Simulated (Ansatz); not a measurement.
Reaction (ligand exchange at the Al–C bond): `C[NH][Al]([CH3])[Cl]` + H–F → `C[NH][Al]([F])[Cl]` + CH₄

Isolated molecules relaxed with PBE0-D4/def2-TZVP in Ansatz; ΔE leaves out vibrations. CBS: MP2 limit from def2 TZ/QZ plus the TZ coupled-cluster correction, frozen cores. This one scheme is used for every species. Functionals use def2-TZVPP. One conformer a species, not always the lowest.

CCSD(T)/CBS gives -42.9 kcal/mol.

Problem. Another level gave -44.5 kcal/mol. Which?
A. r2SCAN/def2-TZVPP
B. HF/def2-TZVPP
C. MP2/def2-TZVPP
D. PBE/def2-TZVPP

Solution. A. r2SCAN -44.5, MP2/def2-TZVPP -43.4, PBE -41.5, HF/def2-TZVPP -48.2 kcal/mol.

Problem. What do rigid-rotor, harmonic-oscillator terms from PBE0-D4/def2-TZVP frequencies (298.15 K, 1 bar) make of the CCSD(T)/CBS value? (Best estimate.)

Solution. Ansatz gave: ΔZPE = +1.5 kcal/mol, ΔH = -41.9 kcal/mol, ΔS = -14 J/(mol·K), ΔG = -40.9 kcal/mol.

Largest T1 diagnostic among the species: 0.011.

The D4 term adds +1.3 kcal/mol with B3LYP and +0.8 kcal/mol with PBE0; it sums over pairs of atoms, weighted by their polarisabilities, and B3LYP, whose exchange is more repulsive, gets the larger term. From BLYP to BHLYP (50 % exact exchange), in def2-TZVPP and without D4, ΔE moves by −1.0 kcal/mol. At CCSD(T), def2-SVP lies −3.0 kcal/mol from the extrapolated value and def2-TZVPP −0.2 kcal/mol.

B3LYP here is the variant with VWN-RPA as its local correlation; programs differ in this.
